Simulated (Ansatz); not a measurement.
C$_{3}$H$_{8}$BNO (`COCBC=N`), relaxed with RKS PBE-D4/def2-SVP in Ansatz from a rough embedded geometry. The force threshold is 0.03 eV/Å; the program also tests the step.

Total charge 0; spin multiplicity 1.

Start:

```xyz
14

C    -1.684    0.865    1.416
O    -0.964    0.581    0.167
C    -0.399   -0.691    0.250
B     0.440   -1.088   -1.007
C     1.654   -0.192   -1.481
N     2.075    0.801   -0.768
H    -2.480    0.139    1.550
H    -2.096    1.851    1.266
H    -0.937    0.926    2.249
H     0.338   -0.745    1.150
H    -1.166   -1.462    0.402
H     0.114   -1.952   -1.701
H     2.206   -0.422   -2.442
H     2.898    1.389   -1.053
```

| step | energy (eV) | largest force (eV/Å) | largest move (Å) |
| --- | --- | --- | --- |
| 1 | -7437.4527 | 2.391 | 0.000 |
| 2 | -7437.7424 | 1.363 | 0.195 |
| 3 | -7437.8606 | 0.669 | 0.124 |
| 4 | -7437.9355 | 0.613 | 0.200 |
| 5 | -7437.9829 | 0.732 | 0.184 |
| 6 | -7438.0121 | 0.592 | 0.135 |
| 7 | -7438.0348 | 0.534 | 0.173 |
| 8 | -7438.0487 | 0.315 | 0.068 |
| 9 | -7438.0555 | 0.157 | 0.050 |
| 10 | -7438.0605 | 0.087 | 0.081 |
| 11 | -7438.0624 | 0.226 | 0.076 |
| 12 | -7438.0642 | 0.105 | 0.070 |
| 13 | -7438.0656 | 0.096 | 0.027 |
| 14 | -7438.0671 | 0.092 | 0.052 |
| 15 | -7438.0677 | 0.082 | 0.047 |
| 16 | -7438.0684 | 0.038 | 0.007 |
| 17 | -7438.0688 | 0.029 | 0.017 |

End:

```xyz
14

C    -1.655    0.919    1.382
O    -0.777    0.634    0.323
C    -0.440   -0.728    0.233
B     0.647   -1.075   -0.830
C     1.542   -0.003   -1.546
N     2.415    0.593   -0.809
H    -2.624    0.365    1.292
H    -1.868    2.006    1.363
H    -1.213    0.662    2.378
H     0.016   -1.119    1.194
H    -1.344   -1.383    0.102
H     0.845   -2.259   -1.053
H     1.448    0.164   -2.652
H     3.009    1.226   -1.378
```

Run time 16 s (4 threads of an INTEL XEON PLATINUM 8581C on a shared host); peak host memory 0.19 GiB.
